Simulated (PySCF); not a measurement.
Record of a relaxation.

Species: 2-methylbenzoxazole, C8H7NO.
SMILES with atom numbers: `[CH3:1][c:2]1[n:3][c:4]2[cH:5][cH:6][cH:7][cH:8][c:9]2[o:10]1` (hydrogens: H11, H12, H13 on C1; H14 on C5; H15 on C6; H16 on C7; H17 on C8)

Method: PySCF, PBE0-D3(BJ)/def2-SVP geometry optimisation, gas phase; density fitting, grid level 1; the optimiser is geomeTRIC in internal coordinates, started from a GFN2-xTB structure. The frame can shift and turn from step to step; on so coarse a grid that alone can change the energy by a few meV, and forces under 0.02 eV/Å are noise.

Step 0: E = -11925.2868 eV, largest atomic force 0.687 eV/Å
```
atom  x, y, z in Å  |  force x, y, z in eV/Å
C1      3.275   -0.061    0.040   -0.502  -0.041  -0.220
C2      1.797   -0.015    0.097    0.188   0.055   0.249
N3      1.082    0.241    1.136    0.124   0.075   0.372
C4     -0.225    0.169    0.704    0.335  -0.141  -0.584
C5     -1.430    0.350    1.369    0.167  -0.014  -0.053
C6     -2.586    0.202    0.628   -0.168   0.001  -0.006
C7     -2.555   -0.113   -0.730   -0.081   0.014   0.056
C8     -1.364   -0.297   -1.409    0.403  -0.052  -0.176
C9     -0.207   -0.150   -0.669   -0.083   0.119   0.511
O10     1.095   -0.265   -1.042   -0.062   0.002  -0.050
H11     3.675    0.162    1.024    0.104   0.074   0.330
H12     3.642    0.667   -0.682    0.211   0.244  -0.270
H13     3.605   -1.049   -0.279    0.197  -0.346  -0.129
H14    -1.449    0.593    2.418   -0.001   0.114   0.491
H15    -3.543    0.334    1.110   -0.414   0.058   0.207
H16    -3.486   -0.217   -1.266   -0.402  -0.049  -0.242
H17    -1.333   -0.540   -2.459   -0.016  -0.113  -0.486
```

Step 1: E = -11925.3316 eV, largest atomic force 0.164 eV/Å
```
atom  x, y, z in Å  |  force x, y, z in eV/Å
C1      3.233   -0.068    0.037    0.080   0.020   0.084
C2      1.763   -0.008    0.161   -0.060  -0.028  -0.132
N3      1.052    0.240    1.209    0.023   0.000   0.009
C4     -0.260    0.168    0.768   -0.032   0.025   0.083
C5     -1.475    0.343    1.433    0.018   0.015   0.067
C6     -2.639    0.196    0.685   -0.062   0.011   0.046
C7     -2.604   -0.116   -0.683   -0.045  -0.013  -0.063
C8     -1.399   -0.293   -1.363   -0.032   0.007   0.009
C9     -0.253   -0.139   -0.598    0.108  -0.034  -0.119
O10     1.048   -0.248   -0.977   -0.022   0.006   0.038
H11     3.679    0.152    1.015    0.009  -0.009  -0.035
H12     3.595    0.663   -0.703   -0.026  -0.011   0.015
H13     3.559   -1.065   -0.298   -0.025   0.017   0.008
H14    -1.498    0.586    2.498    0.003  -0.011  -0.037
H15    -3.609    0.327    1.172    0.022  -0.005  -0.011
H16    -3.544   -0.223   -1.230    0.026   0.003   0.014
H17    -1.360   -0.536   -2.427    0.016   0.007   0.024
```

Step 2: E = -11925.3317 eV, largest atomic force 0.081 eV/Å
```
atom  x, y, z in Å  |  force x, y, z in eV/Å
C1      3.235   -0.066    0.042    0.013  -0.007  -0.032
C2      1.762   -0.010    0.151    0.061   0.004   0.028
N3      1.055    0.239    1.200   -0.037  -0.002  -0.011
C4     -0.258    0.167    0.763   -0.012  -0.001  -0.016
C5     -1.473    0.342    1.430    0.009   0.003   0.022
C6     -2.642    0.196    0.688    0.021  -0.004  -0.019
C7     -2.608   -0.116   -0.682    0.033   0.006   0.029
C8     -1.403   -0.292   -1.361   -0.002  -0.015  -0.068
C9     -0.251   -0.141   -0.605   -0.077   0.003   0.017
O10     1.048   -0.251   -0.988   -0.017   0.021   0.077
H11     3.676    0.154    1.021   -0.017  -0.001  -0.006
H12     3.598    0.665   -0.696    0.004   0.000  -0.006
H13     3.562   -1.063   -0.290    0.004  -0.002  -0.006
H14    -1.492    0.584    2.494    0.003  -0.001   0.003
H15    -3.609    0.326    1.178    0.004  -0.001   0.002
H16    -3.549   -0.223   -1.227    0.007   0.000  -0.004
H17    -1.366   -0.534   -2.424    0.001  -0.001  -0.012
```

Step 3: E = -11925.3323 eV, largest atomic force 0.031 eV/Å
```
atom  x, y, z in Å  |  force x, y, z in eV/Å
C1      3.235   -0.066    0.040   -0.004  -0.003  -0.012
C2      1.762   -0.009    0.155    0.002  -0.001   0.002
N3      1.054    0.240    1.203   -0.014   0.000  -0.001
C4     -0.260    0.168    0.765    0.011   0.003   0.004
C5     -1.473    0.343    1.434    0.004  -0.009  -0.030
C6     -2.640    0.196    0.688    0.001  -0.001  -0.004
C7     -2.605   -0.116   -0.682   -0.005   0.002   0.006
C8     -1.401   -0.292   -1.364    0.002   0.004   0.018
C9     -0.253   -0.140   -0.603    0.010  -0.001   0.005
O10     1.047   -0.250   -0.983    0.006   0.006   0.016
H11     3.679    0.154    1.017   -0.006   0.001   0.003
H12     3.595    0.664   -0.700    0.002   0.002  -0.005
H13     3.559   -1.064   -0.293    0.002  -0.003  -0.004
H14    -1.494    0.584    2.498    0.001   0.000   0.004
H15    -3.608    0.325    1.176   -0.006  -0.001   0.000
H16    -3.546   -0.223   -1.228   -0.006   0.001  -0.001
H17    -1.363   -0.534   -2.427    0.000   0.001  -0.002
```

Step 4: E = -11925.3323 eV, largest atomic force 0.042 eV/Å
```
atom  x, y, z in Å  |  force x, y, z in eV/Å
C1      3.235   -0.066    0.037    0.003   0.005   0.020
C2      1.763   -0.008    0.158   -0.036  -0.003  -0.021
N3      1.054    0.240    1.206    0.015   0.003   0.022
C4     -0.260    0.168    0.768    0.005  -0.003  -0.012
C5     -1.475    0.342    1.433   -0.002   0.006   0.029
C6     -2.642    0.195    0.687    0.007  -0.001  -0.004
C7     -2.606   -0.116   -0.682    0.009   0.001   0.004
C8     -1.400   -0.292   -1.362   -0.004  -0.002  -0.015
C9     -0.252   -0.139   -0.600    0.007  -0.002  -0.010
O10     1.048   -0.248   -0.979   -0.008  -0.005  -0.018
H11     3.682    0.153    1.014    0.006   0.000   0.000
H12     3.594    0.664   -0.703   -0.004   0.000   0.002
H13     3.559   -1.064   -0.298   -0.004   0.002   0.001
H14    -1.496    0.583    2.497   -0.001  -0.001   0.002
H15    -3.610    0.324    1.175    0.003  -0.001   0.002
H16    -3.546   -0.224   -1.229    0.003   0.000   0.000
H17    -1.361   -0.533   -2.425    0.002   0.001  -0.001
```

Step 5: E = -11925.3324 eV, largest atomic force under 0.02 eV/Å
```
atom  x, y, z in Å  |  force x, y, z in eV/Å
C1      3.235   -0.066    0.038    0.004   0.002   0.005
C2      1.762   -0.008    0.156   -0.001  -0.001  -0.009
N3      1.054    0.240    1.205    0.001  -0.001   0.001
C4     -0.260    0.168    0.766   -0.003   0.000   0.001
C5     -1.474    0.342    1.434   -0.001   0.001   0.006
C6     -2.640    0.195    0.688   -0.001   0.000   0.000
C7     -2.606   -0.116   -0.682    0.001   0.000   0.001
C8     -1.401   -0.292   -1.363   -0.002   0.001  -0.003
C9     -0.253   -0.140   -0.601    0.000   0.000  -0.003
O10     1.047   -0.248   -0.981    0.001  -0.001   0.001
H11     3.680    0.153    1.015    0.002   0.000  -0.001
H12     3.594    0.665   -0.702   -0.001   0.000   0.000
H13     3.559   -1.063   -0.296   -0.001   0.001  -0.001
H14    -1.494    0.583    2.498    0.000  -0.001   0.000
H15    -3.609    0.324    1.176    0.001  -0.001   0.000
H16    -3.546   -0.223   -1.228    0.001   0.000   0.000
H17    -1.362   -0.534   -2.426    0.001   0.001   0.000
```

Problem. Summarise the path.

Solution. The energy falls by 1.05 kcal/mol from step 0 to step 5; nine tenths of that is first reached at step 1. It never rises by more than 0.2 meV. The largest force goes from 0.687 to under 0.02 eV/Å. Among the bonds C5–H14 changes most (a near tie, within 0.001 Å, with another), from 1.078 to 1.091 Å; the atoms move by 0.029 Å rms after alignment.

What follows is the cost of the whole optimisation. Hardware: Arm Neoverse V1, one thread, on a shared host. Cost: 85 s wall.
